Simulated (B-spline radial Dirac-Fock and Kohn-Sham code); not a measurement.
# Run log: K⁺

ΔSCF core binding energies without Breit or QED terms, calculated with a radial finite-basis atomic code. Keys: rel is the Hamiltonian (dirac, or spin-free x2c and nr, where L3 and M5 stand for the whole 2p and 3d shells), method is hf or an exchange,correlation pair (spin-unpolarised, also for the hole states), nuc the nuclear model, radius_factor scales its radius, rmax is the box in bohr, h the logarithmic mesh step, order the B-spline order, points the quadrature points per cell, c_factor scales the speed of light, and damp, ndamp, maxit and tol steer the iteration. The run stops when the commutator error falls below 10·tol·max(1, Z/10), or the numerical noise floor, and the energy has settled to about 1e-8 Ha; the virial ratio is −V/T.

Input (task.json):

```json
{"items": [{"Z": 19, "q": 1, "cfg": [[1, 0, 2], [2, 0, 2], [2, 1, 6], [3, 0, 2], [3, 1, 6]], "A": 39, "rrms": 3.4349, "do": "settings", "holes": ["K", "L3", "M5"],
  "settings": [{"rel": "dirac", "method": "hf", "nuc": "fermi", "radius_factor": 1.0, "rmax": 45.0, "h": 0.3, "order": 8, "points": 10, "c_factor": 1.0, "maxit": 79, "damp": 0.5, "ndamp": 3, "tol": 1e-14}]}]}
```

Command: `python xray2_run.py task.json out`

Ground-state iterations:

```
iter   energy (Ha)        error
   1     -597.72039488  7.15e-01
   2     -600.99583054  1.48e-01
   3     -601.32445320  5.58e-02
   4     -601.37004170  2.32e-02
   5     -601.37775865  5.35e-03
   6     -601.37818160  3.13e-04
   7     -601.37818583  7.28e-05
   8     -601.37818596  5.95e-06
   9     -601.37818596  3.27e-07
  10     -601.37818596  3.27e-08
```

The ground state converged in 10 iterations, with total energy -601.37819 Ha, virial ratio 1.99214 and highest orbital energy -31.74 eV. ΔSCF binding energies: K (1s) 3625.2 eV, L3 (2p3/2) 307.6 eV. Holes are computed only in closed shells, and unreliable hole states are left out.

One setting is outside the advised range (tolerance below the noise), but here it does no visible harm: the result matches the run with default settings.
